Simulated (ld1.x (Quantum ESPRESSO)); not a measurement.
# Pseudopotential generation for germanium: ultrasoft, PBE, fully relativistic.

ld1.x (Quantum ESPRESSO) 7.5 input, shortened:

```
&input
   title='Ge', zed=32., rel=2, dft='PBE', iswitch=3,
   config='[Ar] 3d10 4s1.5 4p2.5 4f-2', rel_dist='average'
 /
 &inputp
   pseudotype=3, tm=.true., lloc=-2, rcloc=0.75,
   nlcc=.true., new_core_ps=.true., rcore=0.50,
   which_augfun='PSQ', rmatch_augfun_nc=.true.
 /
8
3S  1  0   2.00   0.00  1.00  1.24  0.0
4S  2  0   1.50   0.00  1.00  1.24  0.0
3P  2  1   6.00   0.00  0.90  1.05  0.0
4P  3  1   2.50   0.00  0.90  1.05  0.0
3D  3  2  10.00   0.00  0.80  0.85  0.0
3D  3  2   0.00  -1.75  0.80  0.85  0.0
4F  4  3  -2.00   0.40  0.95  1.25  0.0
4F  4  3  -2.00   2.15  0.95  1.25  0.0
 &test
   configts(1)='3s2 3p6 3d10 4s1.5 4p2.5'
 /
```

Open shells are filled in proportion to 2j + 1 (rel_dist='average').

All-electron outer shells of the reference configuration (PBE, scalar-relativistic, ld1.x):

```csv
shell,level (eV),outermost node (bohr),outermost maximum (bohr)
2s,-1372.68,0.06,0.18
2p,-1199.60,–,0.14
3s,-169.40,0.26,0.54
3p,-116.53,0.23,0.54
3d,-30.20,–,0.50
4s,-12.22,0.77,1.73
4p,-4.25,0.82,2.19
```

Calculated quality:

| Quantity | Value |
| --- | --- |
| Largest excitation error | -47 meV (all-electron minus pseudo) for 3s1 3p6 3d10 4s2 4p2, out of 7 test configurations |
| Lowest eigenvalue of the overlap operator | -0.85 (f7/2 channel); it is negative, so in a basis up to 400 Ry S is not positive definite and the file is unfit for use |
| Density cutoff estimated by the generator | 949 Ry |

A Bessel basis up to 400 Ry misses an occupied level by 0.03 Ry, so cutoffs and ghosts were not judged. Its overlap operator is not positive definite in a basis up to 400 Ry (lowest eigenvalue f5/2 -0.70, f7/2 -0.85), so the file is unfit for use: the generalised eigenproblem breaks down once the basis is large enough, and its test numbers describe a broken file.

Generation and tests took about 5.6 s on one core of a shared server CPU.
